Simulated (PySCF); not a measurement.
# ZnI from Hartree–Fock to correlated methods

State: ²Σ⁺ (doublet), unpaired electrons σ ↑. Set-up: basis Zn def2-TZVPP, I def2-TZVPP with ECP28; scalar-relativistic core potentials; PySCF 2.14. De refers to Zn + I in their high-spin ground configurations, without counterpoise correction. The functionals are run spin-unrestricted. A positive dipole means Zn(−)I(+).

```tsv
Level	Re (Å)	ωe (cm⁻¹)	De (eV)	μ (D)
UHF	2.543	225	1.25	-3.06
UHF-MP2	2.473	236	1.54	n/a
UHF-SCS-MP2	2.495	230	1.34	n/a
LDA	2.468	224	1.83	-1.83
PBE	2.531	206	1.45	-2.04
PW91	2.528	207	1.46	-2.04
TPSS	2.519	211	1.54	-2.16
r²SCAN	2.492	224	1.64	-2.15
PBE0	2.509	220	1.53	-2.32
r²SCAN0	2.489	229	1.65	-2.39
HSE06	2.512	218	1.51	-2.32
```

**Question.** What does a quarter of exact exchange do here, going from PBE to PBE0?

**Answer.** PBE0 less PBE: -2.2 pm in Re, +6.8 % in ωe, +0.08 eV in De. Exact exchange removes part of the self-interaction that spreads semilocal densities, and in most molecules shortens and stiffens the bond and lowers De; here De goes the other way.

**Question.** What does the step from GGA to meta-GGA do here, going from PBE to r²SCAN?

**Answer.** r²SCAN less PBE: -3.9 pm in Re, +8.7 % in ωe, +0.19 eV in De. 

**Question.** What does a quarter of exact exchange do here, going from r²SCAN to r²SCAN0?

**Answer.** r²SCAN0 less r²SCAN: -0.3 pm in Re, +2.2 % in ωe, +0.01 eV in De. Exact exchange removes part of the self-interaction that spreads semilocal densities, and in most molecules shortens and stiffens the bond and lowers De; so it does here.

Correlated steps freeze 9 core orbitals. Spin–orbit coupling is left out, which matters for elements this heavy, above all for dissociation energies. The state is the lowest determinant that a PBE0 search found; another state may lie lower at other levels.

The whole job (state search and all levels along the bond) took about 4.7 min on 2 threads of Arm Neoverse V2 (shared host), peak memory 5 GiB.
